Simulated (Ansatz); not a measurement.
Geometry optimisation, Ansatz 0.2.0, RHF/def2-SVP.

Input:

```yaml
crystal:
  periodic: [false, false, false]
  atoms:
    - { symbol: W, position_ang: [-0.158272, -0.120218, 0.002233] }
    - { symbol: F, position_ang: [-0.158088, -0.107461, 1.854816] }
    - { symbol: H, position_ang: [1.284489, 0.066484, -0.818104] }
    - { symbol: H, position_ang: [0.051075, 1.312131, -0.829495] }
    - { symbol: H, position_ang: [-1.552402, 0.539807, -0.641291] }
    - { symbol: H, position_ang: [0.495274, -1.532999, -0.609959] }
    - { symbol: H, position_ang: [-1.275542, -1.226862, -0.566898] }
    - { symbol: O, position_ang: [1.765884, 1.700469, 1.678132] }
    - { symbol: H, position_ang: [2.705554, 1.671127, 1.776777] }
    - { symbol: H, position_ang: [1.39393, 1.225222, 2.436491] }
basis:
  gaussian: { orbitals: def2-SVP }
hamiltonian:
  xc: hf
relax:
  f_tol: 0.03
  max_steps: 50
output:
  orbitals: {}
```

Command:

```bash
$ ansatz run input.yaml --threads 1 --pin off --max-ram 2048MiB --backend cpu --events-out ev --progress --plain --runs-dir out
```

Question: Where does it end, and by what steps?

Answer: The run converged. The force dipped under the threshold on the way, but the program's further checks kept it going. After 17 steps the energy has fallen by 0.208 eV; O8 moved furthest, 0.72 Å. Joined: W1–O8 (3.13 → 2.44 Å).

```csv
step,energy less start (eV),largest force component (eV/Å),accepted
0,0.0000,0.915,yes
1,0.0343,2.929,no
2,-0.0283,1.064,yes
3,-0.0557,0.970,yes
4,-0.0902,0.944,yes
5,-0.1091,1.281,yes
6,-0.1306,1.066,yes
7,-0.1631,0.206,yes
8,-0.1737,0.257,yes
9,-0.1616,1.690,no
10,-0.1903,0.271,yes
11,-0.2015,0.109,yes
12,-0.2015,0.475,no
13,-0.2057,0.106,yes
14,-0.2073,0.115,yes
15,-0.2071,0.088,no
16,-0.2083,0.011,yes
17,-0.2083,0.028,yes
```

```xyz
10
Properties=species:S:1:pos:R:3
W -0.128 0.092 0.118
F -0.632 0.214 1.916
H 1.258 0.464 -0.760
H -0.141 1.546 -0.718
H -1.535 0.327 -0.763
H 0.895 -1.192 -0.233
H -0.935 -1.246 -0.490
O 1.659 1.013 1.510
H 2.544 1.227 1.253
H 1.568 1.082 2.450
```

Whether the end is a true minimum wasn't checked by a vibrational analysis.

The run took 54 s on 1 thread of Intel(R) Xeon(R) Platinum 8259CL CPU @ 2.50GHz (Skylake/Cascade Lake) (shared host), peak memory 0.19 GiB.
